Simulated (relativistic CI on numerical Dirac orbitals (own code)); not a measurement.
**What each ingredient does to the levels of La XX**

Base calculation: Dirac-Coulomb-Breit CI, KLI orbitals optimised for each configuration, model QED, unscaled Slater integrals.

Configuration list (outside the closed core [Ar] 3d10): 4s2.4p6.4d2, 4s2.4p5.4d3, 4s2.4p6.4d.4f, 4s.4p6.4d3, 4s2.4p5.4d2.4f, 4s2.4p6.4d.5s, 4s.4p6.4d2.4f, 4s2.4p6.4d.5p, 4s2.4p6.4f.5s, 4s2.4p6.4d.5d, 4s2.4p6.4f2, 4s2.4p5.4f3, 4s.4p6.4f3, 4s2.4p6.4f.5p, 4s2.4p5.4f2.5p, 4s.4p6.4f2.5p, 4s2.4p6.5s2, 4s2.4p5.4f.5s2, 4s.4p6.4f.5s2. Double excitations out of closed p, d and f shells are left out; levels of such configurations are missing from the list, as are those of other unlisted configurations, and high levels can miss mixing partners.

Variants: (1) QED terms removed; (2) non-relativistic limit. Shifts of the energy above 4s2.4p6.4d2 3F_2, in cm⁻¹, for the lowest level and the first level of each name with at least 55 % of one term (blank where a level changes its place among those of its configuration and J or its character, or is not in the variant):

| Level | Base | Δ(1) | Δ(2) |
| --- | --- | --- | --- |
| 4s2.4p6.4d2 3F_2 | 0 | 0 | 0 |
| 4s2.4p6.4d2 3F_3 | 26242 | -83 | -26242 |
| 4s2.4p6.4d2 3P_0 | 36980 | -16 | -10759 |
| 4s2.4p6.4d2 3F_4 | 45121 | -115 | -45121 |
| 4s2.4p6.4d2 3P_1 | 52886 | -79 | -26666 |
| 4s2.4p6.4d2 1G_4 | 76604 | -139 | -38844 |
| 4s2.4p6.4d2 1S_0 | 146734 | -149 | -41481 |
| 4s2.4p5.4d3 5D°_0 | 755057 | +295 | -58453 |
| 4s2.4p5.4d3 5S°_2 | 763906 | +243 |  |
| 4s2.4p5.4d3 5G°_6 | 793138 | +227 | -71102 |
| 4s2.4p5.4d3 3P°_0 | 815788 | +304 | -69862 |
| 4s2.4p5.4d3 3I°_7 | 839600 | +191 | -70480 |
| 4s2.4p5.4d3 3F°_4 | 845701 | +179 |  |
| 4s2.4p5.4d3 5P°_3 | 854112 | +191 |  |

At this charge energies of transitions that change n are usually good to better than 1 %, and those within a shell (Δn = 0) to a few per cent. Terms inside the open d or f shell come out 10 to 20 % too wide with unscaled integrals.

Ionisation energy from the two ground configurations alone: base 532.837 eV. The NIST ASD value (theoretical) is 533 eV.

LS names give the leading component of a level, which can be under half, so a name can repeat, a term be missing and a line seem to break the LS rules.
